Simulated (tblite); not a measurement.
C11H10.
Numbering: `[CH:1]#[C:2][C@:3]12[C@@H:4]3[C@@H:5]4[C@H:6]1[C@@H:7]1[C@H:8]2[C@H:9]3[C@:10]41[CH3:11]` (hydrogens: H12 on C1; H13 on C4; H14 on C5; H15 on C6; H16 on C7; H17 on C8; H18 on C9; H19, H20, H21 on C11)

Computed with GFN2-xTB (tblite), gas phase: L-BFGS steps from a force-field or distance-geometry start until the largest atomic force falls under 0.01 eV/Å.

Step 5: E = -775.2265 eV
```
atom  x, y, z in Å  |  force x, y, z in eV/Å
C1      3.9621    0.0542    0.5680    0.146   0.006   0.019
C2      2.7733    0.0420    0.4205   -0.073  -0.008   0.012
C3      1.3669    0.0217    0.2562   -0.003  -0.017   0.020
C4      0.4881   -1.2566    0.1635   -0.008   0.054  -0.027
C5     -0.2670   -0.6442   -1.0336    0.002   0.013   0.036
C6      0.5911    0.6332   -0.9418    0.003  -0.025   0.024
C7     -0.4221    1.2566    0.0375   -0.010   0.011  -0.018
C8      0.3339    0.6476    1.2334    0.004  -0.002  -0.009
C9     -0.5258   -0.6274    1.1381    0.005  -0.020  -0.014
C10    -1.2979   -0.0176   -0.0591   -0.009  -0.007  -0.004
C11    -2.7857   -0.0383   -0.2364   -0.005  -0.004  -0.007
H12     5.0012    0.0686    0.6960    0.067   0.000   0.002
H13     0.8647   -2.2703    0.2223    0.022  -0.002  -0.020
H14    -0.4997   -1.1693   -1.9519   -0.044   0.001  -0.007
H15     1.0542    1.1438   -1.7773    0.007  -0.005  -0.005
H16    -0.7854    2.2757   -0.0086   -0.033   0.017  -0.018
H17     0.5880    1.1702    2.1478    0.012  -0.009  -0.001
H18    -0.9729   -1.1423    1.9793   -0.034   0.005   0.022
H19    -3.0604    0.4600   -1.1643   -0.014  -0.004  -0.016
H20    -3.1432   -1.0658   -0.2704   -0.028  -0.004  -0.004
H21    -3.2723    0.4752    0.5908   -0.008  -0.002   0.015
```

Step 6: E = -775.2271 eV
```
atom  x, y, z in Å  |  force x, y, z in eV/Å
C1      3.9645    0.0544    0.5683    0.074   0.005   0.010
C2      2.7748    0.0417    0.4215   -0.024  -0.005   0.017
C3      1.3671    0.0216    0.2567    0.002  -0.014   0.014
C4      0.4879   -1.2569    0.1634   -0.003   0.051  -0.023
C5     -0.2675   -0.6442   -1.0338    0.007   0.015   0.034
C6      0.5909    0.6337   -0.9419    0.007  -0.034   0.026
C7     -0.4230    1.2573    0.0375    0.007  -0.004  -0.017
C8      0.3333    0.6477    1.2338    0.005  -0.006  -0.018
C9     -0.5270   -0.6278    1.1382    0.024  -0.012  -0.014
C10    -1.2986   -0.0175   -0.0594    0.003  -0.008   0.003
C11    -2.7865   -0.0384   -0.2366   -0.001  -0.004  -0.005
H12     5.0045    0.0686    0.6961    0.034   0.000  -0.002
H13     0.8659   -2.2712    0.2216    0.007   0.026  -0.019
H14    -0.5014   -1.1695   -1.9526   -0.035   0.014   0.012
H15     1.0549    1.1438   -1.7782   -0.006  -0.014   0.015
H16    -0.7866    2.2768   -0.0094   -0.026  -0.001  -0.014
H17     0.5888    1.1703    2.1483    0.003  -0.016  -0.012
H18    -0.9740   -1.1423    1.9804   -0.027   0.013   0.002
H19    -3.0606    0.4598   -1.1649   -0.017  -0.004  -0.007
H20    -3.1441   -1.0661   -0.2706   -0.026   0.002  -0.004
H21    -3.2723    0.4751    0.5915   -0.008  -0.005   0.003
```

Task: Estimate the geometry and energy of step 7. (The exact step hangs on the optimiser's Hessian estimate; all steps are aligned on step 6, rigid shifts and turns removed.)

Result: E = -775.2275 eV, largest force 0.042 eV/Å
```
atom  x, y, z in Å  |  force x, y, z in eV/Å
C1      3.9667    0.0546    0.5686    0.000   0.003   0.002
C2      2.7761    0.0413    0.4225    0.029  -0.003   0.022
C3      1.3674    0.0214    0.2573    0.018  -0.004   0.006
C4      0.4878   -1.2566    0.1631    0.004   0.023  -0.008
C5     -0.2678   -0.6440   -1.0336    0.005   0.008   0.015
C6      0.5910    0.6336   -0.9416    0.011  -0.022   0.014
C7     -0.4236    1.2577    0.0372    0.012  -0.006  -0.009
C8      0.3330    0.6477    1.2337    0.006  -0.004  -0.013
C9     -0.5273   -0.6282    1.1382    0.020  -0.002  -0.003
C10    -1.2990   -0.0176   -0.0595    0.003  -0.004   0.005
C11    -2.7872   -0.0385   -0.2368    0.002  -0.003  -0.002
H12     5.0074    0.0686    0.6962    0.009   0.000  -0.005
H13     0.8668   -2.2710    0.2207   -0.002   0.037  -0.019
H14    -0.5031   -1.1694   -1.9526   -0.025   0.021   0.025
H15     1.0553    1.1435   -1.7784   -0.011  -0.019   0.025
H16    -0.7879    2.2775   -0.0102   -0.016  -0.019  -0.011
H17     0.5894    1.1701    2.1484   -0.004  -0.018  -0.017
H18    -0.9753   -1.1421    1.9811   -0.015   0.020  -0.016
H19    -3.0610    0.4596   -1.1655   -0.017  -0.005   0.001
H20    -3.1451   -1.0662   -0.2707   -0.023   0.006  -0.003
H21    -3.2725    0.4749    0.5919   -0.007  -0.007  -0.007
```

The energy changes by -0.0004 eV. The first-order estimate −F·Δx gives -0.0005 eV and the mean of the old and new forces, exact on a quadratic surface, -0.0004 eV. The step makes an angle of 51° with the force vector and moves no atom by more than 0.003 Å.

The cost below is that of the whole relaxation. The run took 0.12 s of wall time on an Arm Neoverse V1 with one thread, shared host with 32 logical CPUs at a one-minute load of 9.2.
